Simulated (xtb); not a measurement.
OZr, charge +1, quartet, geometry from GFN2-xTB of the parent state (such geometries of metal compounds can be far from the true shape) (a state made from the parent by changing its charge; the spin is typed, not shown lowest); GFN1-xTB run with xtb.

The xtb input:
```
$ xtb mol.xyz --gfn 1 --chrg 1 --uhf 3 --json

# file mol.xyz
2

Zr    -0.00000000    -0.00000000    -0.29196683
O      0.00000000     0.00000000     1.45983413
```

**Question.** Write the output that xtb gives for this input, abridged.

**Answer.** 
```
   ID    Z sym.   atoms
    1   40 Zr     1
    2    8 O      2

           -------------------------------------------------
          |                Calculation Setup                |
           -------------------------------------------------

           -------------------------------------------------
          |                 G F N 1 - x T B                 |
           -------------------------------------------------

          ...................................................
          :                      SETUP                      :
          :.................................................:
          :  # basis functions                  14          :
          :  # atomic orbitals                  13          :
          :  # shells                            5          :
          :  # electrons                         9          :
          :  # halogen bonds                     0          :
          :  max. iterations                   250          :
          :  Hamiltonian                  GFN1-xTB          :
          :  restarted?                      false          :
          :  GBSA solvation                  false          :
          :  PC potential                    false          :
          :  electronic temp.          300.0000000     K    :
          :  accuracy                    1.0000000          :
          :  -> integral cutoff          0.2500000E+02      :
          :  -> integral neglect         0.1000000E-07      :
          :  -> SCF convergence          0.1000000E-05 Eh   :
          :  -> wf. convergence          0.2000000E-04 e    :
          :  Broyden damping             0.4000000          :
          :  net charge                          1          :
          :  unpaired electrons                  3          :
          ...................................................

 iter      E             dE          RMSdq      gap      omega  full diag
   1     -5.2628437 -0.526284E+01  0.128E+01    0.56       0.0  T
   2     -5.3643040 -0.101460E+00  0.646E+00    0.45       1.0  T
   3     -5.3751355 -0.108315E-01  0.338E+00    0.47       1.0  T
   4     -5.3753593 -0.223816E-03  0.452E-01    0.47       1.0  T
   5     -5.3760388 -0.679479E-03  0.534E-02    0.47       1.3  T
   6     -5.3760449 -0.608376E-05  0.209E-02    0.47       3.4  T
   7     -5.3760458 -0.899552E-06  0.718E-05    0.47     984.4  T
   8     -5.3760458 -0.118678E-10  0.443E-06    0.47   15958.9  T

   *** convergence criteria satisfied after 8 iterations ***

         :::::::::::::::::::::::::::::::::::::::::::::::::::::
         ::                     SUMMARY                     ::
         :::::::::::::::::::::::::::::::::::::::::::::::::::::
         :: total energy              -5.339003908225 Eh    ::
         :: gradient norm              0.104811839157 Eh/a0 ::
         :: HOMO-LUMO gap              0.467858684972 eV    ::
         ::.................................................::
         :: SCC energy                -5.376045770508 Eh    ::
         :: -> electrostatic           0.148204759843 Eh    ::
         :: repulsion energy           0.037295894546 Eh    ::
         :: dispersion energy         -0.000254032263 Eh    ::
         :: halogen bond corr.         0.000000000000 Eh    ::
         :: add. restraining           0.000000000000 Eh    ::
         :: total charge               1.000000000161 e     ::
         :::::::::::::::::::::::::::::::::::::::::::::::::::::

           -------------------------------------------------
          |                Property Printout                |
           -------------------------------------------------

    * Orbital Energies and Occupations

         #    Occupation            Energy/Eh            Energy/eV
      -------------------------------------------------------------
         1        2.0000           -0.9736366             -26.4940
         2        1.7269           -0.7407001             -20.1555
         3        1.7269           -0.7407001             -20.1555
         4        1.5462           -0.7399462             -20.1350
         5        0.9999           -0.5201574             -14.1542
         6        0.9999           -0.5201574             -14.1542 (HOMO)
         7        0.0001           -0.5029639             -13.6863 (LUMO)
         8        0.0001           -0.5029639             -13.6863
         9                         -0.4915678             -13.3762
        10                         -0.3780039             -10.2860
        11                         -0.3457545              -9.4085
        12                         -0.3457545              -9.4085
        13                          0.1427933               3.8856
      -------------------------------------------------------------
                  HL-Gap            0.0171935 Eh            0.4679 eV
             Fermi-level           -0.6256654 Eh          -17.0252 eV

  Mulliken/CM5 charges         n(s)   n(p)   n(d)
     1Zr    1.32782  1.62410   0.159  0.342  2.171
     2O    -0.32782 -0.62410   1.740  4.588  0.000

Wiberg/Mayer (AO) data.
largest (>0.10) Wiberg bond orders for each atom

 ---------------------------------------------------------------------------
     #   Z sym  total        # sym  WBO       # sym  WBO       # sym  WBO
 ---------------------------------------------------------------------------
     1  40 Zr   1.111 --     2 O    1.111
     2   8 O    1.111 --     1 Zr   1.111
 ---------------------------------------------------------------------------

Topologies differ in total number of bonds
Writing topology from bond orders to xtbtopo.mol

 dipole moment from electron density (au)
     X       Y       Z
   0.0000  -0.0000  -2.7771  total (Debye):    7.059

           -------------------------------------------------
          | TOTAL ENERGY               -5.339003908225 Eh   |
          | GRADIENT NORM               0.104811839157 Eh/α |
          | HOMO-LUMO GAP               0.467858684972 eV   |
           -------------------------------------------------

normal termination of xtb
```
